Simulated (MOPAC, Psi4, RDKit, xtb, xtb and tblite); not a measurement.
Two geometries of SMILES N#C[SiH2][SiH2][SiH3] (CH₇NSi₃), singlet, relaxed at GFN2-xTB with one dihedral held; other torsions can differ between them too.

Structure A

```
12

N      1.8293     0.8776    -2.4007
C      1.8519     0.5260    -1.3098
Si     1.8125    -0.0762     0.4562
Si    -0.3305    -0.8500     0.9132
Si    -0.6915    -3.0954     0.4678
H      2.3118     1.0815     1.2073
H      2.8588    -1.1065     0.4855
H     -0.5878    -0.5557     2.3349
H     -1.2932     0.0039     0.2001
H     -0.5542    -3.3859    -0.9600
H     -2.0146    -3.5616     0.8856
H      0.2924    -3.9222     1.1737
```

Structure B

```
12

N     -2.0328     0.8302    -2.4360
C     -1.9583     0.5008    -1.3404
Si    -1.7640    -0.0540     0.4310
Si     0.3997    -0.8128     0.8091
Si     0.8029    -1.5400     2.9710
H     -2.1592     1.1349     1.1954
H     -2.8229    -1.0590     0.5817
H      1.3315     0.2648     0.4382
H      0.6853    -1.8809    -0.1628
H      0.0041    -2.7268     3.2865
H      2.2022    -1.8847     3.2212
H      0.4321    -0.5112     3.9466
```

### Question
Which is lower in energy at the level DF-MP2 (frozen core)/cc-pVTZ // GFN2-xTB (Psi4), and by how much?

### Answer
B is lower, by 2.00 kJ/mol (dihedral C2–Si3–Si4–Si5: 90° in A, 180° in B).

E(B) − E(A) in kJ/mol at the other levels, on the same two geometries: GFN2-xTB (xtb and tblite) 1.49; MMFF94 // GFN2-xTB (RDKit) -0.08; B3LYP/def2-TZVP // GFN2-xTB (Psi4) -2.20; B3LYP-D3(BJ)/def2-TZVP // GFN2-xTB (Psi4) -1.68; PBE/def2-TZVP // GFN2-xTB (Psi4) -2.10; PBE-D3(BJ)/def2-TZVP // GFN2-xTB (Psi4) -1.78; HF/cc-pVTZ // GFN2-xTB (Psi4) -2.18; UFF // GFN2-xTB (RDKit) -3.91; PM7, restricted, heats of formation // GFN2-xTB (MOPAC) -2.31; PM3, restricted, heats of formation // GFN2-xTB (MOPAC) -1.54; GFN1-xTB // GFN2-xTB (xtb) -1.15.

MMFF94 has few fitted parameters for silicon.
